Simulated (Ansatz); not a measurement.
System: AlN2H5, charge 0, singlet. AlN2H5 (SMILES [NH2][AlH][NH2]).
B3LYP-D3(BJ)/def2-TZVP minimum from Ansatz (an electronic-structure program):
```
Al
N 1 1.7730
H 2 1.0076 1 126.34
H 2 1.0077 3 110.02 1 180.00
N 1 1.7730 2 120.18 3 0.00
H 5 1.0076 1 126.34 2 0.00
H 5 1.0077 6 110.02 1 180.00
H 1 1.5732 2 119.91 3 -180.00
```

Total energies in hartree (Ansatz). Radicals and triplets start from unrestricted determinants; spin-orbit coupling is neglected. Correlated methods leave the cores frozen. No relativity. For partners of very few electrons the exact lower level stands in for a higher one.

| species | HF/cc-pV(T+d)Z | CCSD(T)/cc-pV(T+d)Z | HF/cc-pV(Q+d)Z | CCSD(T)/cc-pV(Q+d)Z | CCSD(T)/cc-pV(D+d)Z | CCSDT(Q)/cc-pV(D+d)Z |
|---|---|---|---|---|---|---|
| 1: AlN2H5 (SMILES [NH2][AlH][NH2]) | -353.86177 | -354.42417 | -353.87444 | -354.46992 | -354.26338 | -354.26516 |
| 2: Al (doublet) | -241.87908 | -241.93131 | -241.88044 | -241.93374 | -241.92191 | -241.92229 |
| 3: H (doublet) | -0.49981 | -0.49981 | -0.49995 | -0.49995 | -0.49928 | -0.49928 |
| 4: N (quartet) | -54.40069 | -54.51471 | -54.40372 | -54.52482 | -54.47850 | -54.47866 |

**Question.** Work out the atomisation energy (electronic, to ground-state atoms) in kcal/mol: take Hartree-Fock from cc-pV(Q+d)Z, extrapolate the CCSD(T) correlation energy as X^-3 (X = 3, 4), and add CCSDT(Q) - CCSD(T) in cc-pV(D+d)Z. 1 hartree = 627.51 kcal/mol.

**Answer.** 
Species 1: correlation (64·(-0.59548) - 27·(-0.56240))/37 = -0.61962; step -0.00178; E1 = -353.87444 + (-0.61962) + (-0.00178) = -354.49584
Species 2: correlation (64·(-0.05330) - 27·(-0.05223))/37 = -0.05408; step -0.00038; E2 = -241.88044 + (-0.05408) + (-0.00038) = -241.93490
Species 3: correlation (64·(0.00000) - 27·(0.00000))/37 = 0.00000; step +0.00000; E3 = -0.49995 + (0.00000) + (+0.00000) = -0.49995
Species 4: correlation (64·(-0.12110) - 27·(-0.11402))/37 = -0.12627; step -0.00016; E4 = -54.40372 + (-0.12627) + (-0.00016) = -54.53015
-1·E1 +1·E2 +5·E3 +2·E4 = 1.00089 hartree = 628.1 kcal/mol.
